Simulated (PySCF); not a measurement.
AsH₅.

```xyz
6

As     0.0000     0.0000     0.0000
H      0.0000     0.0000     1.6034
H      0.0000     0.0000    -1.6034
H      1.5291     0.0000     0.0000
H     -0.7646     1.3243     0.0000
H     -0.7646    -1.3243     0.0000
```

The structure is a stationary point at PBE0-D3(BJ)/def2-TZVP.

Computed with PySCF with PBE/pcSseg-2. Non-relativistic, no solvent.

Give the absolute GIAO shielding of each atom: isotropic value and principal components (ppm). (The exact figures need the calculation; the answer reports its results.)


```
atom  σ(iso)     σ11     σ22     σ33   span
----  ------  ------  ------  ------  -----
As1   1728.8  1535.5  1825.5  1825.5  290.0
H2      24.1    16.6    16.6    39.0   22.4
H3      24.1    16.6    16.6    39.0   22.4
H4      23.0    14.2    21.9    32.7   18.5
H5      23.0    14.2    21.9    32.7   18.5
H6      23.0    14.2    21.9    32.7   18.5
```
